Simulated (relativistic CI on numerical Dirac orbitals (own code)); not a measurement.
d4 in a ligand field

Computed with a parametric ligand-field model of a d^n configuration (Racah B and C, spin-orbit zeta, crystal field), exact diagonalisation.

Field parameters in Wybourne normalisation: Oh B⁴₀ = 21Dq, B⁴₄ = √(5/14) B⁴₀; Td as Oh with Dq negative (B⁴₀ = 21Dq, B⁴₄ = √(5/14) B⁴₀). The field is a parameter set, without covalency.

(1) A d4 ion in Oh symmetry has the ground term 3T1 and bands at 1T2 4129 cm⁻¹ (2422 nm), 1E 4459 cm⁻¹ (2243 nm), 1A1 9810 cm⁻¹ (1019 nm), 3E 21527 cm⁻¹ (465 nm), 3T1 21864 cm⁻¹ (457 nm), 3T2 22244 cm⁻¹ (450 nm), 3A1 22719 cm⁻¹ (440 nm). Which parameters reproduce them?

(2) A d4 ion in Oh symmetry has the ground term 3T1 and bands at 1T2 7945 cm⁻¹ (1259 nm), 1E 8823 cm⁻¹ (1133 nm), 5E 9383 cm⁻¹ (1066 nm), 3E 23444 cm⁻¹ (427 nm), 3T1 24123 cm⁻¹ (415 nm), 3T2 24857 cm⁻¹ (402 nm), 3A1 25943 cm⁻¹ (385 nm). Which parameters reproduce them?

(3) A d4 ion in Oh symmetry has the ground term 3T1 and bands at 1T2 8382 cm⁻¹ (1193 nm), 1E 9110 cm⁻¹ (1098 nm), 1A1 19584 cm⁻¹ (511 nm), 3E 36634 cm⁻¹ (273 nm), 3T1 37335 cm⁻¹ (268 nm), 3T2 38102 cm⁻¹ (262 nm), 3A1 39066 cm⁻¹ (256 nm). Which parameters reproduce them?

(4) Ground term and bands for B = 350, C = 1440, ζ = 0 cm⁻¹, Oh, 10Dq = 5000 cm⁻¹?

(5) Ground term and bands for B = 580, C = 2200, ζ = 0 cm⁻¹, Td, 10Dq = -2700 cm⁻¹?

## Answers

(1) B = 310, C = 1350, ζ = 0 cm⁻¹, Oh, 10Dq = 22900 cm⁻¹.

(2) B = 640, C = 2700, ζ = 0 cm⁻¹, Oh, 10Dq = 25950 cm⁻¹.

(3) B = 630, C = 2790, ζ = 0 cm⁻¹, Oh, 10Dq = 39400 cm⁻¹.

(4) Ground term 5E with 1.00 electrons in the two orbitals of the cubic e set. Spin-allowed: 5T2 5000 cm⁻¹ (2000 nm). Lowest spin-forbidden: 3T1 3502 cm⁻¹ (2855 nm), 1T2 7400 cm⁻¹ (1351 nm), 3E 7476 cm⁻¹ (1338 nm).

(5) Ground term 5T2 with 2.00 electrons in the two orbitals of the cubic e set. Spin-allowed: 5E 2700 cm⁻¹. Lowest spin-forbidden: 3T1 9493 cm⁻¹ (1053 nm), 3T2 10706 cm⁻¹ (934 nm), 3T1 11677 cm⁻¹ (856 nm).
